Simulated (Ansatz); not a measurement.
C2H4AlF, SMILES `F/C=[CH]/[AlH2]`. Total charge 0; spin multiplicity 1. The geometry is a stationary point of PBE0-D4/def2-TZVP.

```xyz
8

F     0.669    0.531    2.441
C     0.328    0.562    1.148
C     0.089   -0.526    0.427
Al   -0.390   -0.304   -1.426
H     0.280    1.588    0.791
H     0.183   -1.479    0.944
H    -0.469    1.183   -1.976
H    -0.690   -1.556   -2.349
```

(1) What is the dipole moment at B3LYP/def2-TZVPP? (Estimate.)

(2) And with PBE, r2SCAN, ωB97M-V? (Best estimate.)

(3) Give the Mulliken charges with B3LYP, r2SCAN, PBE in def2-TZVPP. (An estimate is asked.)

Answers

(1) Computed: 0.50 D, with components (-0.12, 0.08, -0.48) D in this frame, pointing from negative to positive charge.

(2) The calculation gave: PBE 0.28 D, r2SCAN 0.34 D, ωB97M-V 0.54 D.

(3) Ansatz gave: 
| atom | B3LYP | r2SCAN | PBE |
| --- | --- | --- | --- |
| F1 | -0.19 | -0.18 | -0.14 |
| C2 | 0.11 | 0.17 | 0.09 |
| C3 | -0.28 | -0.34 | -0.24 |
| Al4 | 0.43 | 0.50 | 0.35 |
| H5 | 0.11 | 0.09 | 0.10 |
| H6 | 0.10 | 0.08 | 0.08 |
| H7 | -0.14 | -0.16 | -0.12 |
| H8 | -0.14 | -0.16 | -0.11 |

B3LYP here is the variant with VWN-RPA as its local correlation; programs differ in this.
